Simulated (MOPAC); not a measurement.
Input file for MOPAC: PM7 on ScS, 2S+1 = 2, a spin state set in the input, which need not be the lowest, a point of a bond scan (R = 2.128 Å).

```
PM7 1SCF PRECISE CHARGE=0 UHF MS=0.5 THREADS=1
SSc

Sc     0.00000000 1     0.00000000 1     0.00000000 1
S      0.00000000 1     0.00000000 1     2.12772400 1
```

The log:

```
*******************************************************************************
 **                                                                           **
 **                              MOPAC v23.2.5                                **
 **                                                                           **
 *******************************************************************************
 ** MOPAC's Digital Object Identifier: https://doi.org/10.5281/zenodo.6511958 **
 **                                                                           **
 ** Please cite the open-source release paper for use of this MOPAC version:  **
 ** J. E. Moussa and J. J. P. Stewart (2026)                                  **
 ** MOPAC: An open-source semiempirical molecular orbital program             **
 ** J. Open Source Softw., 11(119), 8025, https://doi.org/10.21105/joss.08025 **
 *******************************************************************************

                              PM7 CALCULATION RESULTS

 *******************************************************************************
 *  PM7        - The PM7 Hamiltonian to be used
 *  UHF        - UNRESTRICTED HARTREE-FOCK CALCULATION
 *
 *
 *
 *                 CHARGE ON SYSTEM = 0
 *
 *
 *
 *  MS=        - IN MECI, MAGNETIC COMPONENT OF SPIN =  0.5
 *  PRECISE    - TIGHTER CRITERIA TO BE USED
 *  1SCF       - DO 1 SCF AND THEN STOP
 *  THREADS=1  - MULTI-THREADING NOT USED
 *  T=         - A TIME OF 172800.0 SECONDS REQUESTED
 *  DUMP=N     - RESTART FILE WRITTEN EVERY 7200.0 SECONDS REQUESTED
 *******************************************************************************
PM7 1SCF PRECISE CHARGE=0 UHF MS=0.5 THREADS=1
 SSc

   ATOM   CHEMICAL          X               Y               Z
  NUMBER   SYMBOL      (ANGSTROMS)     (ANGSTROMS)     (ANGSTROMS)

     1      Sc          0.00000000  *   0.00000000  *   0.00000000  *
     2       S          0.00000000  *   0.00000000  *   2.12772400  *



          CARTESIAN COORDINATES

    NO.       ATOM           X           Y           Z

     1        Sc          0.0000      0.0000      0.0000
     2         S          0.0000      0.0000      2.1277

 General Reference for PM7:
 "Optimization of Parameters for Semiempirical Methods VI: More Modifications to the
 NDDO Approximations and Re-optimization of Parameters", J. J. P. Stewart, J. Mol. Mod., 1:32, 19 (2013)
 https://link.springer.com/article/10.1007/s00894-012-1667-x

           Empirical Formula: Sc S  =     2 atoms



      MOLECULAR POINT GROUP   :   C*v


          UHF CALCULATION, NO. OF ALPHA ELECTRONS =    5
                           NO. OF BETA  ELECTRONS =    4

 -------------------------------------------------------------------------------
 PM7 1SCF PRECISE CHARGE=0 UHF MS=0.5 THREADS=1
 SSc



     1SCF WAS SPECIFIED, SO BFGS WAS NOT USED
     SCF FIELD WAS ACHIEVED


                              PM7 CALCULATION
                                                       MOPAC v23.2.5 Linux




          FINAL HEAT OF FORMATION =         33.22318 KCAL/MOL =     139.00579 KJ/MOL


          COSMO AREA              =        105.84 SQUARE ANGSTROMS
          COSMO VOLUME            =         97.59 CUBIC ANGSTROMS

          IONIZATION POTENTIAL    =          8.318856 EV
          ALPHA SOMO LUMO (EV)    =         -8.319 -1.087
          BETA  SOMO LUMO (EV)    =         -9.077 -0.656
          NO. OF ALPHA ELECTRONS  =          5
          NO. OF BETA  ELECTRONS  =          4
          MOLECULAR WEIGHT        =         77.0159         POINT GROUP:  C*v

          MOLECULAR DIMENSIONS (Angstroms)

            Atom       Atom       Distance
            S     2   Sc     1     2.12772
            S     2   Sc     1     0.00000
           Sc     1    S     2     0.00000


          SCF CALCULATIONS        =          1





   ATOM   CHEMICAL          X               Y               Z
  NUMBER   SYMBOL      (ANGSTROMS)     (ANGSTROMS)     (ANGSTROMS)

     1      Sc          0.00000000  *   0.00000000  *   0.00000000  *
     2       S          0.00000000  *   0.00000000  *   2.12772400  *

                             CARTESIAN COORDINATES

   1   Sc        0.000000000     0.000000000     0.000000000
   2    S        0.000000000     0.000000000     2.127724000


           Empirical Formula: Sc S  =     2 atoms



      MOLECULAR POINT GROUP   :   C*v


          ALPHA EIGENVALUES
 -26.03662 -11.68894  -9.08049  -9.08049  -8.31886  -1.08714  -0.46151  -0.46151
  -0.34049  -0.34049  -0.18854  -0.18854   0.91799   1.05574   1.05574   1.44404
   1.44404   3.52963


           BETA EIGENVALUES
 -25.98148 -11.49690  -9.07724  -9.07724  -0.65638  -0.37243  -0.37243  -0.25464
  -0.25464   0.75142   0.75142   0.98111   1.08719   1.08719   1.45022   1.45022
   1.75290   3.69407


              NET ATOMIC CHARGES AND DIPOLE CONTRIBUTIONS

  ATOM NO.   TYPE          CHARGE      No. of ELECS.   s-Pop       p-Pop       d-Pop
    1         Sc           1.218249        1.7818     0.74802     0.69015     0.34358
    2          S          -1.218249        7.2182     1.95467     5.09272     0.17086
 DIPOLE           X         Y         Z       TOTAL
 POINT-CHG.     0.000     0.000   -12.450    12.450
 HYBRID         0.000    -0.000     1.898     1.898
 SUM            0.000    -0.000   -10.552    10.552


          ATOMIC ORBITAL ELECTRON POPULATIONS

     Atom    s        px        py        pz      x^2-y^2     xz        z^2       yz        xy
    1 Sc   0.74802   0.10430   0.10430   0.48155   0.00000   0.00204   0.33951   0.00204   0.00000
    2  S   1.95467   1.83161   1.83161   1.42950   0.00000   0.06205   0.04676   0.06205   0.00000


                    (SZ)    =    0.500000
                    (S**2)  =    0.751174


          ATOMIC ORBITAL SPIN POPULATIONS

    Atom   Total    s     px     py     pz   x^2-y^2  xz     z^2    yz     xy
         Atomic
    1 Sc  0.9932  0.280  0.006  0.006  0.364  0.000 -0.001  0.339 -0.001  0.000
    2  S  0.0068  0.000 -0.006 -0.006  0.009  0.000  0.001  0.008  0.001  0.000

 **********************
 *                    *
 * JOB ENDED NORMALLY *
 *                    *
 **********************




 == MOPAC DONE ==
```

The run finished.

Cost: very roughly 0.03 core-seconds.
